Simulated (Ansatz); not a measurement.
Job for Ansatz (a quantum-chemistry and plane-wave program): U-wB97X-V/def2-TZVPP on CH4OSn (SMILES [CH3][Sn][OH]), a point of a bond scan (R = 2.186 Å). Elements past Kr take the def2 small-core potentials; no spin–orbit coupling.

Ansatz 0.2 input:
```yaml
crystal:
  periodic: [false, false, false]
  atoms:
    - {symbol: Sn, position_ang: [0.02238006, -0.06360862, 0.38858019]}
    - {symbol: C, position_ang: [0.41947667, 1.60722086, -0.98166041]}
    - {symbol: H, position_ang: [-0.82351135, 3.33141202, -0.47022331]}
    - {symbol: H, position_ang: [0.20079564, 1.28779189, -2.00052818]}
    - {symbol: H, position_ang: [1.46422512, 1.92099925, -0.91166492]}
    - {symbol: O, position_ang: [-0.53752719, -1.25054683, -1.13046981]}
    - {symbol: H, position_ang: [-0.79864880, -2.13662709, -0.85715367]}
basis:
  gaussian:
    orbitals: def2-TZVPP
hamiltonian:
  xc: {name: wB97X-V}
magnetization: {spin_polarized: true, initial_magnetization: 0}
```

Give the final energy of this run.

-329.8932 hartree. Its determinant has ⟨S²⟩ = 0.44, a mixture of spin states.

How many basis functions does it have, and what does it roughly cost on one machine?

168 functions; roughly 25 core-seconds.
